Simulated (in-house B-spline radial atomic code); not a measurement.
Configurations of Sm VI (Sm5+), with energies counted from [Xe] 4f3. Level of theory: scalar-relativistic (X2C) LC-wPBE, spin-polarised, spherical fractional occupations, exact exchange averaged over the configuration, Fermi nucleus of rms radius 5.0819 fm; calculated with a B-spline radial code for spherical atoms. Shells without spins written out take the highest spin.

Occupations are held fixed; configurations that lie above the ionisation limit could autoionise.

```tsv
configuration	E - E(ref) (eV)	highest orbital	its <r> (bohr)
[Kr] 4d10 4f3 5s2 5p5 5d1	29.03	5d up	1.807
[Xe] 4f2 6p1	45.624	6p up	2.984
[Kr] 4d10 4f3 5s2 5p5 6p1	47.424	6p up	3.007
[Kr] 4d9 4f3 5s2 5p6 5d1	154.82	5d up	1.771
```

Order these further configurations by energy, lowest first.
A. [Kr] 4d9 4f3 5s2 5p6 6p1
B. [Kr] 4d10 4f4 5s2 5p5
C. [Kr] 4d9 4f3 5s2 5p6 6s1
D. [Xe] 4f2 6s1
E. [Xe] 4f2 5d1

B (7.2824 eV), E (26.727 eV), D (38.143 eV), C (166.38 eV), A (173.89 eV).
